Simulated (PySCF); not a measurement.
A geometry optimisation on `CC(C)(C)[O][AlH2]`.

Computed with PBE0-D3(BJ)/def2-SVP geometry optimisation, gas phase (PySCF 2.14.0). Start geometry: GFN2-xTB. The input is one job of a driver script: a line of settings, then coordinates in Å.

Input:
```
{"job": {"xc": "PBE0", "basis": "def2-SVP", "d3": "d3bj", "grid": 1, "kind": "geom"}, "charge": 0, "multiplicity": 1}
C     -0.937694     0.884211    -0.849859
C     -0.287899    -0.086151     0.139602
C     -1.029652    -0.054922     1.478394
C     -0.286688    -1.505464    -0.433495
O      1.041027     0.313473     0.354782
Al     2.588075     0.780313     0.608895
H     -1.968998     0.599811    -1.039808
H     -0.386457     0.876455    -1.787599
H     -0.913142     1.892631    -0.444260
H     -0.544377    -0.727721     2.182156
H     -1.002576     0.952100     1.889041
H     -2.064790    -0.359828     1.350284
H     -1.303425    -1.843435    -0.614194
H      0.267364    -1.522858    -1.369459
H      0.197008    -2.182802     0.266008
H      2.967788     2.263444     0.507574
H      3.657439    -0.267226     0.945308
```

Output:
```
step   0  E = -476.10310250  max force = 0.031323
step   1  E = -476.10669721  max force = 0.005265
step   2  E = -476.10683099  max force = 0.000551
step   3  E = -476.10683922  max force = 0.000425
optimisation converged
```

Energies in Eh; «max force» is the largest Cartesian gradient component in Eh/bohr.

Problem. How much energy does the optimisation release, in kJ/mol?

Solution. E(step 0) − E(last step) = 0.003737 Eh, which is 9.8 kJ/mol.

Main results: final energy -476.10684 Eh after 3 steps; dipole 1.13 D.

Problem. Give the final coordinates.

Solution. 0.028 Å rms from the input after alignment:
```
atom  x, y, z in Å
C1    -1.2050    0.5026   -1.0326
C2    -0.5804   -0.4799   -0.0430
C3    -1.3411   -0.4546    1.2818
C4    -0.5717   -1.8924   -0.6247
O5     0.7376   -0.0898    0.2018
Al6    2.3192    0.3939    0.4683
H7    -2.2504    0.2393   -1.2536
H8    -0.6403    0.5008   -1.9773
H9    -1.1819    1.5226   -0.6205
H10   -0.8708   -1.1408    2.0023
H11   -1.3257    0.5597    1.7087
H12   -2.3899   -0.7585    1.1460
H13   -1.5929   -2.2488   -0.8279
H14   -0.0044   -1.9111   -1.5677
H15   -0.0921   -2.5896    0.0785
H16    2.6782    1.9345    0.3571
H17    3.4036   -0.7058    0.8251
```

On an Arm Neoverse V1 with one thread, shared host with 32 logical CPUs at a one-minute load of 18, this took 30 s and 0.57 GiB of memory at its peak.
Labels such as C1 count atoms from 1, the log's own numbers from 0.
